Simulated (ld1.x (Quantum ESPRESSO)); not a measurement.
# What one change does to a pseudopotential (strontium (Sr), TM)

```
Element                 : Sr (Z = 38)
Generator               : ld1.x (Quantum ESPRESSO) 7.5
Type                    : norm-conserving Troullier–Martins (Kleinman–Bylander form)
Functional              : PBE
Relativity              : fully relativistic
Frozen core             : [Kr]
Valence charge          : 2
Reference configuration : 4d0 5s2 5p0
Partial waves           : 5s (bound): rc 3.95 bohr; 4d (bound, empty): rc 2.55 bohr; 5p (bound, empty): rc 3.55 bohr
Local potential         : the p channel
Core correction         : Bessel-smoothed model core, default radius (core density twice the valence density)
```

Open shells are filled in proportion to 2j + 1 (rel_dist='average').

All-electron outer shells of the reference configuration (PBE, scalar-relativistic, ld1.x):

```tsv
shell	level (eV)	outermost node (bohr)	outermost maximum (bohr)
4s	-40.90	0.59	1.19
4p	-22.82	0.61	1.33
5s	-3.53	1.65	3.72
5p	-1.28	1.96	4.83
4d	-1.28	0.65	2.12
```

Change: wave 5p (bound): rc 3.55 bohr becomes 5p (bound): rc 5.24 bohr.

Cutoffs: the cutoffs (Ry, on a coarse ladder) from which the occupation-weighted sum of valence levels, in a spherical-Bessel basis at the reference potential, stays within 10 and 1 mRy of its value at 400 Ry; they do not see the model core or the augmentation charge, which bear on the density cutoff. Errors are all-electron minus pseudo energies relative to the spin-unpolarised reference configuration.

Task: How do hardness, ghosts and transferability respond?

Result: Both files are so soft that the ladder of cutoffs tells neither apart; the bound ghost in s disappears; of the 7 tests that both files solve, the error grows in 2 and shrinks in 4 by more than 15 % and 0.3 meV (median size 14.9 → 10.0 meV).

```csv
quantity,base,changed
"cutoff, loose",6 Ry,6 Ry
"cutoff, tight",8 Ry,8 Ry
bound ghosts,s,none
"error for 4d0 5s1 5p0, meV [ΔE 5.88 eV]",-22,+3.7
"error for 4d0 5s1.5 5p0, meV [ΔE 2.34 eV]",-5.4,+1.6
"error for 4d0 5s1 5p1, meV [ΔE 2.30 eV]",-10.0,-5.8
"error for 4d0.5 5s1.5 5p0, meV [ΔE 1.15 eV]",-13,-10
"error for 4d0 5s0 5p2, meV [ΔE 4.70 eV]",-24,-29
"error for 4d1 5s0 5p0, meV [ΔE 7.65 eV]",-61,-61
"error for 4d0 5s0 5p1, meV [ΔE 8.82 eV]",-15,-23
```

Base: The cutoffs count occupied waves only; the empty 4d level needs 15 Ry at the loose tolerance. Changed file: The cutoffs count occupied waves only; the empty 4d level needs 15 Ry at the loose tolerance. A true bound ghost makes a file unfit for plane-wave use even where its test errors are small: the radial tests pick states by their node count and pass the ghost by.
